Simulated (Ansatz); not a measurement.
Consider the ligand exchange at the Si–O bond: `C[Si](N)(O)O[SiH3]` + HCl → `C[Si](N)(O)Cl` + `O[SiH3]`.

Program: Ansatz. Geometries: PBE0-D4/def2-TZVP. ΔE: electronic, gas phase. CCSD(T)/CBS is the MP2 limit (def2-TZVPP, def2-QZVPP) plus CCSD(T) − MP2 in def2-TZVPP, frozen cores. This one scheme is used for every species. One conformer a species, not always the lowest.

`C[Si](N)(O)O[SiH3]`:

```xyz
15

C    -0.475    2.137   -0.480
Si   -0.297    0.472    0.301
N     0.940    0.257    1.469
O    -1.732    0.172    1.037
O     0.046   -0.597   -0.894
Si    0.421   -2.173   -1.101
H    -0.673    2.902    0.273
H    -1.304    2.140   -1.192
H     0.435    2.411   -1.017
H     1.896    0.131    1.177
H     0.896    0.739    2.353
H    -1.768   -0.608    1.595
H     0.148   -2.541   -2.512
H     1.860   -2.408   -0.807
H    -0.394   -3.035   -0.202
```

HCl:

```xyz
2

Cl   -0.608    0.061   -0.187
H     0.608   -0.061    0.187
```

`C[Si](N)(O)Cl`:

Cartesian coordinates in Å:
```
C -1.032 0.942 0.538
Si 0.324 -0.030 -0.259
N 0.133 -1.679 0.079
O 1.833 0.366 0.238
Cl 0.272 0.436 -2.293
H -2.011 0.604 0.192
H -0.940 2.002 0.293
H -0.987 0.829 1.623
H 0.866 -2.332 -0.142
H -0.775 -2.112 0.052
H 2.318 0.973 -0.321
```

`O[SiH3]`:

Cartesian coordinates in Å:
```
O -0.425 1.075 0.554
Si -0.007 -0.387 -0.083
H 0.118 1.831 0.331
H -0.036 -0.366 -1.571
H -1.008 -1.352 0.426
H 1.358 -0.802 0.343
```

```
             level  ΔE (kcal/mol)
   CCSD/def2-TZVPP            6.5
     HF/def2-QZVPP            6.8
SCS-MP2/def2-QZVPP            5.1
     MP2/CBS(def2)            3.8
```

(1) What does CCSD(T)/CBS give? (Best estimate.)

Largest T1 diagnostic among the species: 0.011.

## Answers

(1) Ansatz gave: +5.1 kcal/mol. The listed levels differ from it by 1.4, 1.7, 0.0, -1.3 kcal/mol.

The D4 term adds +1.3 kcal/mol with B3LYP and +0.8 kcal/mol with PBE0; it sums over pairs of atoms, weighted by their polarisabilities, and B3LYP, whose exchange is more repulsive, gets the larger term. From PBE to PBE0 (25 % exact exchange), in def2-TZVPP and without D4, ΔE moves by +0.9 kcal/mol.

B3LYP here is the variant with VWN-RPA as its local correlation; programs differ in this.
